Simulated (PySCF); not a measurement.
A PySCF script (with the pyscf-properties extension) for the NMR shieldings of `COB(Cl)C1CC1`, C4H8BClO, on a GFN2-xTB geometry:

```python
import basis_set_exchange as bse
import numpy as np
from pyscf import gto, dft
from pyscf.prop import nmr

atoms = """
C     2.877410   -0.436399   -0.226090
O     1.505056   -0.771607   -0.264974
B     0.496428    0.083571   -0.136098
Cl    0.804582    1.799418    0.102058
C    -0.972588   -0.439341   -0.196904
C    -2.059268    0.173417    0.664038
C    -2.078805    0.401221   -0.802239
H     3.438519   -1.337414   -0.471471
H     3.153567   -0.087707    0.771442
H     3.104465    0.351856   -0.947216
H    -1.069463   -1.506580   -0.359570
H    -1.783231    0.998288    1.302838
H    -2.785838   -0.495649    1.098913
H    -2.818832   -0.107426   -1.400347
H    -1.816418    1.382342   -1.167604
"""
names = dict.fromkeys(["C", "O", "B", "Cl", "H"], "pcSseg-1")
basis = {el: gto.basis.parse(bse.get_basis(n, elements=[el], fmt="nwchem")) for el, n in names.items()}
mol = gto.M(atom=atoms, basis=basis, charge=0, verbose=0)
mf = dft.RKS(mol, xc="PBE0")
mf.grids.level = 2
mf.grids.alignment = dft.numint.BLKSIZE   # the property module wants whole blocks of grid points
mf.conv_tol = 1e-9
mf.kernel()

calc = nmr.RKS(mf)   # GIAO
C = mf.mo_coeff
Co = C[:, mf.mo_occ > 0]
resp = mf.gen_response(singlet=True, hermi=2)
def vind(x):   # induced exchange potential for any number of trial vectors
    d = np.einsum("pi,xij,qj->xpq", C, 2 * x.reshape(-1, C.shape[1], Co.shape[1]), Co, optimize=True)
    return np.einsum("xpq,pi,qj->xij", resp(d - d.transpose(0, 2, 1)), C, Co, optimize=True).ravel()
mo1, _ = nmr.rhf.solve_mo1(calc, with_cphf=vind)
sigma = calc.kernel(mo1)
for i, s in enumerate(sigma):   # ppm
    w = np.linalg.eigvalsh((s + s.T) / 2)
    print("%2d %-2s iso %8.1f  s11 %8.1f  s22 %8.1f  s33 %8.1f" % (i, mol.atom_pure_symbol(i), w.mean(), *w))
```

Q: What does it print?

A: 
```
 0 C  iso    130.4  s11    105.1  s22    106.0  s33    180.0
 1 O  iso    183.1  s11     22.0  s22    193.7  s33    333.6
 2 B  iso     59.6  s11     28.6  s22     69.9  s33     80.3
 3 Cl iso    861.1  s11    627.1  s22    925.0  s33   1031.1
 4 C  iso    181.7  s11    137.1  s22    173.7  s33    234.5
 5 C  iso    178.7  s11    150.6  s22    175.2  s33    210.4
 6 C  iso    178.8  s11    150.8  s22    175.1  s33    210.6
 7 H  iso     27.6  s11     23.3  s22     25.8  s33     33.7
 8 H  iso     27.8  s11     23.8  s22     25.6  s33     33.8
 9 H  iso     27.6  s11     23.4  s22     26.1  s33     33.3
10 H  iso     31.5  s11     24.0  s22     28.9  s33     41.6
11 H  iso     31.2  s11     24.5  s22     30.0  s33     39.0
12 H  iso     31.1  s11     25.0  s22     26.4  s33     41.8
13 H  iso     31.1  s11     25.0  s22     26.4  s33     41.8
14 H  iso     31.2  s11     24.4  s22     30.0  s33     39.0
```

These numbers come from an equivalent density-fitted implementation of the same equations, which agrees with the script to about 0.01 ppm for H and up to a few tenths of a ppm for heavy atoms, so last digits may differ.

Size and cost of the density-fitted run: 166 basis functions, 29 s wall time on 1 thread of an Arm Neoverse V1, shared host; peak memory 0.74 GiB.
